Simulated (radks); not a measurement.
Zr26+, configuration [Ne] 3s2 3p2. Calculated with a radial shooting solver on a logarithmic mesh with Libxc functionals: scalar-relativistic Kohn-Sham, PBE, spin-polarised, spherical densities, finite nucleus; open shells are filled with parallel spins first (spin-orbit coupling, left out, can overturn this in heavy ions); Fermi nuclear charge, rms radius 4.2694 fm. Some entries of the table are withheld. Estimate them.

orbital,occ.,eigenvalue (hartree),<r> (bohr)
1s up,1,-701.1648,0.03706
1s down,1,-701.0485,0.03706
2s up,1,-135.0106,0.1604
2s down,1,-134.9163,0.1603
2p up,3,-125.6262,0.1395
2p down,3,-125.4946,0.1395
3s up,1,-51.06294,0.3973
3s down,1,-50.59293,0.3981
3p up,2,-48.05590,0.3863
3p down,0,-47.58962,0.3869
3d up,0,-44.01809,0.3448
3d down,0,-43.62979,0.3443
4s up,0,-26.36886,(1)
4s down,0,-26.19946,(2)
4p up,0,-25.14615,0.7507
4p down,0,-24.98140,0.7532

Answer. 
(1) 4s up <r> (bohr): 0.7512
(2) 4s down <r> (bohr): 0.7535
